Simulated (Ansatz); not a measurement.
Reaction (ligand exchange at the Si–N bond): `N[SiH](N)F` + `N[SiH](O)F` → `N[Si@@H](F)O[Si@@H](N)F` + NH₃

Isolated molecules relaxed with PBE0-D4/def2-TZVP in Ansatz; ΔE leaves out vibrations. CCSD(T)/CBS is the MP2 limit (def2-TZVPP, def2-QZVPP) plus CCSD(T) − MP2 in def2-TZVPP, frozen cores. This one scheme is used for every species. Functionals use def2-TZVPP. B3LYP here is the variant with VWN-RPA as its local correlation; programs differ in this. HSE06 is defined as in plane-wave codes. Each species was taken in one conformer, which may not be the lowest.

| level | ΔE (kcal/mol) | difference from CCSD(T)/CBS |
| --- | --- | --- |
| r2SCAN-D4 | -14.0 | 0.4 |
| B97M-V | -14.7 | -0.3 |
| ωB97X-V | -14.1 | 0.3 |
| B3LYP | -13.8 | 0.6 |
| r2SCANh | -13.7 | 0.7 |
| HSE06 | -12.6 | 1.8 |
| HF/def2-SVP | -16.0 | -1.6 |
| CCSD/def2-SVP | -14.9 | -0.5 |
| HF/def2-TZVPP | -16.4 | -2.0 |
| CCSD/def2-TZVPP | -14.8 | -0.4 |
| CCSD(T)/CBS | -14.4 | 0 |

Largest T1 diagnostic among the species: 0.011.

The D4 term adds −1.2 kcal/mol with B3LYP and −0.8 kcal/mol with PBE0; it sums over pairs of atoms, weighted by their polarisabilities, and B3LYP, whose exchange is more repulsive, gets the larger term. Leaving LDA and LC-ωPBE aside and taking each functional with its dispersion term where it has one, the values, not all of them listed here, spread over 3.5 kcal/mol, from BHLYP-D4 to revPBE-D4. LDA lies +0.7 kcal/mol from PBE without D4. From PBE to PBE0 (25 % exact exchange), in def2-TZVPP and without D4, ΔE moves by −0.8 kcal/mol.
